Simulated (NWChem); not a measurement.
# DMF (C₃H₇NO); SMILES CN(C=O)C

```xyz
12

C      0.7833    -1.5830     0.0000
N      0.0254    -0.3483     0.0000
C     -1.4245    -0.4378     0.0000
C      0.6356     0.8746     0.0000
O      0.0669     1.9537     0.0000
H      1.8536    -1.3571     0.0000
H      0.5559    -2.1867     0.8892
H      0.5559    -2.1867    -0.8892
H     -1.8230     0.5774     0.0000
H     -1.7809    -0.9719    -0.8906
H     -1.7809    -0.9719     0.8906
H      1.7399     0.7826     0.0000
```
Atoms are numbered in this order, from 1.

Results from NWChem. The geometry was optimised at B3LYP/6-31G* (spherical d). Level PBE/def2-SVP: energy and gradient on several grids; changes count from the extra-fine grid, which is no exact limit either.

```json
[
 {"grid": "xcoarse", "size of the energy change (μHa)": "300", "largest change of a gradient component (μHa/bohr)": "3000", "time, medium = 1 (rough)": "about 1"},
 {"grid": "coarse", "size of the energy change (μHa)": "70", "largest change of a gradient component (μHa/bohr)": "100", "time, medium = 1 (rough)": "about 1"},
 {"grid": "medium", "size of the energy change (μHa)": "< 10", "largest change of a gradient component (μHa/bohr)": "< 30", "time, medium = 1 (rough)": "about 1"},
 {"grid": "fine", "size of the energy change (μHa)": "< 10", "largest change of a gradient component (μHa/bohr)": "< 30", "time, medium = 1 (rough)": "about 1"},
 {"grid": "xfine", "size of the energy change (μHa)": "< 10", "largest change of a gradient component (μHa/bohr)": "< 30", "time, medium = 1 (rough)": "3"}
]
```
